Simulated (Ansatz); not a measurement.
Basis-set extrapolation for C2H10AlOP (`[CH3][Al-]([CH3])([OH])[PH3+]`) (PBE0-D4/def2-TZVP geometry, frozen core, Ansatz 0.2.0). Multiplicity 1, RHF reference.

```tsv
	def2-TZVPP	def2-QZVPP
HF	-739.231934	-739.257110
MP2 correlation	-0.861846	-0.923362
CCSD(T) correlation	-0.958103	not run
```

Energies in hartree. Use E(X) = E(∞) + A·exp(−7.88·√X) for Hartree–Fock and E(X) = E(∞) + B·X^(−2.97) for correlation, with X = 3 and 4, and add CCSD(T) minus MP2 of the smaller set to the MP2 limit.

Q: What is the CCSD(T) energy at the basis-set limit?

A: HF limit: -739.257110 + (-0.025176) × 0.13774 = -739.26058. MP2 limit: -0.923362 + (-0.061516) × 0.74074 = -0.96893. Higher-order term: -0.958103 − (-0.861846) = -0.09626. Total: -740.32577 hartree, 85.2 kcal/mol below CCSD(T)/def2-TZVPP.
